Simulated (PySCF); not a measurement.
In(H)2(SeH) (H3InSe), SMILES [SeH][InH2].

Geometry: PBE0-D3(BJ)/def2-TZVP. The def2 effective core potentials stand for the cores of In; spin–orbit coupling is left out.

Calculation: PySCF with PBE0-D3(BJ)/def2-TZVP.

Frequencies are harmonic and unscaled.

Computed vibrational spectrum:
| mode | ν (cm⁻¹) | IR (km/mol) | Raman (Å⁴/amu) | depolarisation | moving atoms (share of kinetic energy) |
|---|---|---|---|---|---|
| 1 | 240 | 21.2 | 10.0 | 0.18 | Se 59 %, In 41 % |
| 2 | 323 | 3.5 | 3.8 | 0.75 | H 99 % |
| 3 | 342 | 30.3 | 5.4 | 0.68 | H 98 % |
| 4 | 514 | 77.9 | 2.0 | 0.75 | H 97 % |
| 5 | 571 | 199.8 | 7.9 | 0.74 | H 99 % |
| 6 | 603 | 12.8 | 3.8 | 0.58 | H 98 % |
| 7 | 1846 | 109.5 | 346.3 | 0.10 | H 100 % |
| 8 | 1857 | 232.5 | 130.6 | 0.57 | H 99 % |
| 9 | 2446 | 6.9 | 132.7 | 0.26 | H 99 % |
